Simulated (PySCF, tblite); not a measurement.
Isomers of C4H14NPSi2, one GFN2-xTB conformer each. Single-point energies are computed at PBE0/pcSseg-1 (PySCF, gas phase, no added dispersion term), electronic only.

```tsv
SMILES	GFN2-xTB relative energy (kJ/mol)
CCN1C[SiH2][Si@@H](P)C1	100.8
P[Si@@H]1CCCN[SiH2]C1	3.4
P[Si@H]1CCCCN[SiH2]1	0.0
```

Conformers: `[CH3:1][CH2:2][N:3]1[CH2:4][SiH2:5][Si@@H:6]([PH2:7])[CH2:8]1` with C1–C2–N3–C4 -66°, Si5–Si6–P7–H -77° and -170°, C2–N3–C4–Si5 -165°, N3–C4–Si5–Si6 -30°, C4–Si5–Si6–P7 -111°, Si5–Si6–C8–N3 29°; `[PH2:1][Si@@H:2]1[CH2:3][CH2:4][CH2:5][NH:6][SiH2:7][CH2:8]1` with H–P1–Si2–C3 167° and 74°, P1–Si2–C3–C4 147°, Si2–C3–C4–C5 47°, C3–C4–C5–N6 47°, C4–C5–N6–Si7 -103°; `[PH2:1][Si@H:2]1[CH2:3][CH2:4][CH2:5][CH2:6][NH:7][SiH2:8]1` with H–P1–Si2–C3 176° and 83°, P1–Si2–C3–C4 131°, Si2–C3–C4–C5 -83°, C3–C4–C5–C6 58°, C4–C5–C6–N7 55°.

**Question.** What does PBE0/pcSseg-1 give for the same structures?

**Answer.** 
```
                 SMILES  PBE0/pcSseg-1 E (Eh)  PBE0/pcSseg-1 (kJ/mol)  GFN2-xTB (kJ/mol)  point group
  P[Si@@H]1CCCN[SiH2]C1           -1135.28735                     0.0                3.4           C1
   P[Si@H]1CCCCN[SiH2]1           -1135.26939                    47.1                0.0           C1
CCN1C[SiH2][Si@@H](P)C1           -1135.23466                   138.3              100.8           C1
```

GFN2-xTB puts P[Si@H]1CCCCN[SiH2]1 lowest instead; measured from each level's own lowest isomer, the values differ by up to 47.1 kJ/mol (P[Si@H]1CCCCN[SiH2]1: 0.0 against 47.1). As drawn, the lowest has an N–H bond, which the highest lacks; the highest has an Si–Si bond, which the lowest lacks.

**Question.** Which frontier levels, dipoles and rotational constants go with these structures?

**Answer.** 
```tsv
SMILES	HOMO (eV, PBE0/pcSseg-1)	LUMO (eV)	dipole (D)	A, B, C (MHz)
P[Si@@H]1CCCN[SiH2]C1	-6.60	0.38	1.44	1873, 761.3, 584.1
P[Si@H]1CCCCN[SiH2]1	-6.49	-0.21	1.52	1452, 923.3, 756.2
CCN1C[SiH2][Si@@H](P)C1	-5.97	-0.04	0.95	1804, 690.9, 561.2
```

**Question.** What happens when harmonic zero-point energies from GFN2-xTB frequencies are added?

**Answer.** 
```csv
SMILES,ZPE (kJ/mol),electronic (kJ/mol),with ZPE (kJ/mol)
P[Si@@H]1CCCN[SiH2]C1,444.1,0.0,0.0
P[Si@H]1CCCCN[SiH2]1,446.6,47.1,49.7
CCN1C[SiH2][Si@@H](P)C1,441.3,138.3,135.5
```

The zero-point energies span 5.3 kJ/mol. The order is unchanged.
